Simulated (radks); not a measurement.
Isoelectronic series with 32 electrons, each ion in its NIST ground configuration. Method: non-relativistic Kohn-Sham, BLYP, spin-polarised, spherical densities, point nucleus; open shells are filled with parallel spins first (spin-orbit coupling, left out, can overturn this in heavy ions); computed with a radial shooting solver on a logarithmic mesh with Libxc functionals. Total energies (hartree) and mean radii <r> (bohr) (* marks an orbital that is empty in some or all of the ions):

ion       configuration  E (hartree)  4p down*  4p up  4s down  4s up  3d down
Ge    [Ar] 3d10 4s2 4p2  -2077.04542     3.012  2.863    2.148  2.147   0.7316
As+   [Ar] 3d10 4s2 4p2  -2235.56822     2.358  2.302    1.903  1.901   0.6731
Se2+  [Ar] 3d10 4s2 4p2  -2400.46677     2.015  1.985    1.717  1.716   0.6250
Br3+  [Ar] 3d10 4s2 4p2  -2571.71037     1.785  1.767    1.571  1.570   0.5844
Kr4+  [Ar] 3d10 4s2 4p2  -2749.27946     1.615  1.602    1.453  1.452   0.5495
Rb5+  [Ar] 3d10 4s2 4p2  -2933.16033     1.481  1.472    1.353  1.353   0.5190
Sr6+  [Ar] 3d10 4s2 4p2  -3123.34286     1.371  1.365    1.269  1.268   0.4920
Zr8+  [Ar] 3d10 4s2 4p2  -3522.58348     1.201  1.197    1.131  1.131   0.4464
Nb9+  [Ar] 3d10 4s2 4p2  -3731.63053     1.132  1.130    1.074  1.074   0.4269
